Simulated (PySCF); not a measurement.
**Computed properties of B(Cl)(OMe)(SeH) (CH4BClOSe), SMILES COB([SeH])Cl**

B(Cl)(OMe)(SeH) (CH₄BClOSe), SMILES COB(Cl)[SeH]. Geometry: B3LYP-D3(BJ)/def2-SVP. The structure was generated by enumeration, and PubChem lists no compound with its InChIKey, so it may never have been made. Other conformers were not sampled. All values are computed for the isolated molecule unless a solvent is named; none is compared with measurement here.

**Structure.** The optimised structure has Cs symmetry. All 21 harmonic modes at B3LYP-D3(BJ)/def2-SVP (PySCF) are real, so it is a minimum. With heavy atoms numbered as in [B:1]([Cl:2])([O:3][CH3:4])[SeH:8], the shortest bond between them is B1–O3 at 1.340 Å and the longest B1–Se8 at 1.972 Å.

**Vibrations.** The strongest infrared lines (harmonic, unscaled, degenerate partners summed) lie at 1374 cm⁻¹ (468 km/mol, B 37 %, O 31 %, H 21 %, C 12 %), 949 cm⁻¹ (325 km/mol, B 80 %), 1500 cm⁻¹ (94 km/mol, H 68 %, O 14 %, B 13 %). The softest mode is at 94 cm⁻¹ and the zero-point energy is 35.5 kcal/mol.

**Electronic structure.** M06-2X/def2-TZVP (PySCF) places the frontier levels at -8.59 and 0.63 eV, a gap of 9.22 eV, and gives a dipole moment of 1.93 D and a mean polarisability of 67.3 bohr³. PBE/def2-TZVP (PySCF) at the same geometry gives -6.29 and -1.13 eV, so its gap is 4.06 eV narrower. An orbital gap is neither the optical nor the fundamental gap.

**Excitations.** TDA-ωB97X/def2-SVPD (PySCF) has S1 at 5.83 eV (213 nm, f = 0.002, dark); the most intense of the 10 singlets computed lies at 8.40 eV (f = 0.32). T1 (TDA) is at 5.40 eV, 0.43 eV under S1. TDA-PBE/def2-SVPD (PySCF) puts S1 at 5.45 eV. No vertical singlet excitation falls in the visible range (under 3.1 eV).

**NMR.** GIAO shifts at KT2/pcSseg-1 (PySCF) (non-relativistic, atoms alike by connectivity averaged): ¹³C at 59.1 ppm against TMS; ¹H from 2.4 to 4.1 ppm against TMS; ¹¹B at 29.1 ppm against BF3. Without spin–orbit terms, shifts of atoms bonded to Cl or Br come out too high.
